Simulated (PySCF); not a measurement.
# Ionisation energy along the 13-electron series

Calculated with PySCF 2.14 and a two-component X2C-1e Hamiltonian (Gaussian nucleus, no Breit or QED terms), each ion in its own even-tempered basis scaled to its charge; GMP2 freezes 1s2 and drops the highest virtual spinors. Values in eV. NIST values: (m) measured, (s) semi-empirical, (t) theoretical.

| ion | configuration | GHF (spin-free) | GMP2 (spin-free) | GHF (screened spin-orbit) | GMP2 (screened spin-orbit) | NIST |
| --- | --- | --- | --- | --- | --- | --- |
| Rh³²⁺ | [Ne] 3s2 3p1 | 1896.8 | 1897.2 | 1921.5 | 1921.9 | 1903 ± 9 (s) |
| Pd³³⁺ | [Ne] 3s2 3p1 | 2007.8 | 2008.1 | 2035.1 | 2035.5 | 2016 ± 9 (s) |
| Ag³⁴⁺ | [Ne] 3s2 3p1 | 2121.9 | 2122.3 | 2152.2 | 2152.6 | 2131 ± 10 (s) |

Between Z = 45 and Z = 47 the GMP2 (screened spin-orbit) value grows as Z to the power 2.61.
